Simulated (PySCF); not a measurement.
C₉H₁₂OSi.
Geometry (PBE0-D3(BJ)/def2-SVP, Å), atoms numbered from 1 in this order:
```
atom  x, y, z in Å
C1     2.845    0.220    0.617
C2     2.635    0.173   -0.705
C3     3.751    0.191   -1.711
Si4    0.885    0.085   -1.346
O5    -0.106    0.020    0.010
C6    -1.451   -0.081    0.090
C7    -2.274   -0.129   -1.040
C8    -3.656   -0.235   -0.890
C9    -4.229   -0.294    0.379
C10   -3.404   -0.245    1.503
C11   -2.024   -0.139    1.365
H12    3.860    0.275    1.032
H13    2.015    0.205    1.329
H14    4.734    0.262   -1.222
H15    3.745   -0.721   -2.332
H16    3.655    1.043   -2.405
H17    0.542    1.285   -2.172
H18    0.675   -1.129   -2.196
H19   -1.836   -0.083   -2.041
H20   -4.289   -0.272   -1.780
H21   -5.312   -0.377    0.491
H22   -3.840   -0.290    2.504
H23   -1.365   -0.101    2.234
```

Level: PBE0/pcSseg-1 in PySCF, non-relativistic, on one gas-phase PBE0-D3(BJ)/def2-SVP geometry that isn't relaxed in the solvent. The solvent is an IEF-PCM continuum (cavity from Bondi-type radii × 1.2). Specific hydrogen bonds and non-electrostatic terms are outside this model.

Gas phase at PBE0/pcSseg-1: HOMO -6.60 eV, LUMO -0.31 eV, dipole 1.05 D.

What does the continuum do to the energy, the frontier levels and the dipole at PBE0/pcSseg-1 in benzene and methanol?

| solvent | ε | E(solvent) − E(gas) (kcal/mol) | polarisation term (kcal/mol) | distortion of the solute (kcal/mol) | HOMO (eV) | LUMO (eV) | dipole (D) |
| --- | --- | --- | --- | --- | --- | --- | --- |
| benzene | 2.271 | -1.78 | -1.87 | 0.09 | -6.64 | -0.30 | 1.18 |
| methanol | 32.61 | -4.19 | -4.72 | 0.53 | -6.75 | -0.38 | 1.37 |

The first energy column is the sum of the next two and covers electrostatics alone. From benzene to methanol the lowering changes by a factor 2.35, Onsager's factor (ε − 1)/(2ε + 1) by 2.08 and ε itself by 14.4.

Which radius a makes the point-dipole formula ΔE = −[(ε − 1)/(2ε + 1)]·μ²/a³ give the value in methanol, with the gas-phase dipole?

μ = 0.412 au and |ΔE| = 0.00668 Eh give a = 1.22 Å; the farthest nucleus lies 5.20 Å from the centroid of the nuclei, so such a sphere wouldn't even hold the nuclei. The formula assumes a rigid point dipole at the centre of a sphere.

Give the dipole vector in the frame of the coordinates (D, pointing from negative to positive charge), gas and methanol.

Gas (0.86, 0.03, -0.60), solvent (0.94, 0.02, -1.00). Its length changes by +31 % and its direction by 12°.

Which Mulliken charges (PBE0/pcSseg-1) respond most in benzene (means over atoms taken as equivalent)?

```
  atoms           environment  gas (e)  solvent (e)  change
     C1  terminal =CH2 carbon   -0.099       -0.108  -0.009
     C9    aromatic CH carbon   -0.091       -0.099  -0.008
H20/H22     aromatic hydrogen   +0.097       +0.105  +0.008
H19/H23     aromatic hydrogen   +0.110       +0.117  +0.007
    H21     aromatic hydrogen   +0.094       +0.101  +0.007
    H12      vinylic hydrogen   +0.113       +0.119  +0.006
```
